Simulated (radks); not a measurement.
Values are calculated unless marked as measured or tabulated.
Ionisation of the tantalum ion Ta+, [Xe] 4f14 5d3 6s1, to Ta2+, [Xe] 4f14 5d3, under several functionals. Dirac Kohn-Sham, spin-unpolarised, spherical densities, point nucleus; open shells are shared between the two j in proportion to 2j + 1; a radial shooting solver on a logarithmic mesh with Libxc functionals.

functional         E(Ta+) (hartree)  Exc (hartree)  IE (eV)  -e(HOMO) (eV)  <r> HOMO (bohr)  IE error (eV)
exchange-only B88       -15622.6359      -314.1715   14.341          9.362            2.171         -1.859
PBE                     -15625.5843      -317.1601   14.974         10.234            2.138         -1.226
RPBE                    -15626.0666      -317.6479   14.819         10.143            2.137         -1.381
PW91                    -15627.1883      -318.7848   15.031         10.303            2.136         -1.169

NIST Atomic Spectra Database: 16.2 eV (semi-empirical). Closest: PW91. The Delta-SCF values span 0.69 eV, the total energies 4.55 hartree. The highest occupied level is 5d5/2. Spin polarisation and multiplet splitting are left out, so open shells lie too high by an amount that depends on their filling. Sharing an open shell by 2j + 1 raises it above the true ground level by a part of the spin-orbit splitting, which enters the differences from NIST.

Beside tabulated values, note that spin-unpolarised runs miss the spin-polarisation part of the exchange energy of open shells.
